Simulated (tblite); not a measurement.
Species: C5H3N3.
SMILES with atom numbers: `[CH:1]#[C:2][c:3]1[cH:4][n:5][n:6][cH:7][n:8]1` (hydrogens: H9 on C1; H10 on C4; H11 on C7)

Computed geometry: GFN2-xTB, gas phase.

**Question.** Give the optimised bond lengths and angles.

**Answer.** 
```csv
bond,length (bohr),order
C1≡C2,2.270,triple
C2–C3,2.671,single
C3–C4,2.665,aromatic
C4–N5,2.483,aromatic
N5–N6,2.468,aromatic
N6–C7,2.491,aromatic
C7–N8,2.504,aromatic
C3–N8,2.513,aromatic
C1–H9,1.984,single
C4–H10,2.040,single
C7–H11,2.044,single
```

Orders are formal, as drawn. A selection of angles:
```csv
angle,degrees
C1–C2–C3,178.1
C2–C3–C4,121.2
C2–C3–N8,119.6
C4–C3–N8,119.2
C3–C4–N5,120.7
C4–N5–N6,119.7
N5–N6–C7,118.7
N6–C7–N8,126.3
C3–N8–C7,115.5
```

N6 (pyridine-type nitrogen) is bent (angle 118.7°). The 8 heavy atoms lie in one plane (0.000 Å rms). The C–C distances run from 1.201 Å (C1≡C2, drawn triple) to 1.413 Å (C2–C3, drawn single), a spread of 0.212 Å. The 6-membered ring C3–C4–N5–N6–C7–N8 has internal angles of 115.5° to 126.3°; it is planar, 0.00 Å rms from its mean plane, widest ring torsion 0°. N5 (pyridine-type nitrogen) is bent (angle 119.7°).

Point group: Cs (every atom within 0.08 Å of its image). Its GFN2-xTB frequencies are all real (lowest 68 cm⁻¹).

Hardware: one thread of an Arm Neoverse V1, no GPU, on a shared host. Cost: 0.12 s wall. This is the geometry optimisation.
